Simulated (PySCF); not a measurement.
**Steps of a relaxation of [LuCl4]−**

[LuCl4]− (singlet in the valence; each metal's 4f electrons, 14 of them, lie in its core potential, out of spins and levels). PySCF 2.14.0, RKS PBE0, Lu lcecp-1-SVP with ECP60, Cl def2-SVP; non-relativistic Hamiltonian with scalar-relativistic core potentials where named; density fitting; no spin-orbit coupling. Origin of the start: template. Columns: position (Å) and force (eV/Å). Energies are counted from the last step; some of the 4 steps are shown. Forces carry noise of the integration grid, about 0.01 to 0.03 eV/Å.

Run from Python with OMP_NUM_THREADS=2. Where DIIS fails, smearing, a level shift and second-order steps follow.
It took 19 s on 2 threads of Arm Neoverse V1 (shared host), from the converged density of the start.

```xyz
5
step 0  E = 0.125 eV
Lu    0.0000    0.0000    0.0000     0.00    0.00    0.00
Cl    1.4739    1.4739    1.4739    -0.46   -0.46   -0.46
Cl   -1.4739   -1.4739    1.4739     0.46    0.46   -0.46
Cl    1.4739   -1.4739   -1.4739    -0.46    0.46    0.46
Cl   -1.4739    1.4739   -1.4739     0.46   -0.46    0.46
```

```xyz
5
step 1  E = 0.032 eV
Lu    0.0000    0.0000    0.0000     0.00    0.00    0.00
Cl    1.4518    1.4518    1.4518    -0.24   -0.24   -0.24
Cl   -1.4518   -1.4518    1.4518     0.24    0.24   -0.24
Cl    1.4518   -1.4518   -1.4518    -0.24    0.24    0.24
Cl   -1.4518    1.4518   -1.4518     0.24   -0.24    0.24
```

```xyz
5
step 2  E = 0.000 eV
Lu    0.0000    0.0000    0.0000     0.00    0.00    0.00
Cl    1.4278    1.4278    1.4278     0.03    0.03    0.03
Cl   -1.4278   -1.4278    1.4278    -0.03   -0.03    0.03
Cl    1.4278   -1.4278   -1.4278     0.03   -0.03   -0.03
Cl   -1.4278    1.4278   -1.4278    -0.03    0.03   -0.03
```

Question: Where does the relaxation end?

Answer: It converges at step 3 in Td:
```xyz
5
step 3  E = 0
Lu    0.0000    0.0000    0.0000
Cl    1.4303    1.4303    1.4303
Cl   -1.4303   -1.4303    1.4303
Cl    1.4303   -1.4303   -1.4303
Cl   -1.4303    1.4303   -1.4303
```

Question: How did the contacts change?

Answer: 
```tsv
contact	start (Å)	end (Å)
Lu1–Cl2 (Cl)	2.553	2.477
Lu1–Cl3 (Cl)	2.553	2.477
Lu1–Cl4 (Cl)	2.553	2.477
Lu1–Cl5 (Cl)	2.553	2.477
```


An lcecp potential fixes the number of 4f electrons, so in runs with it no electron can move into or out of that shell.
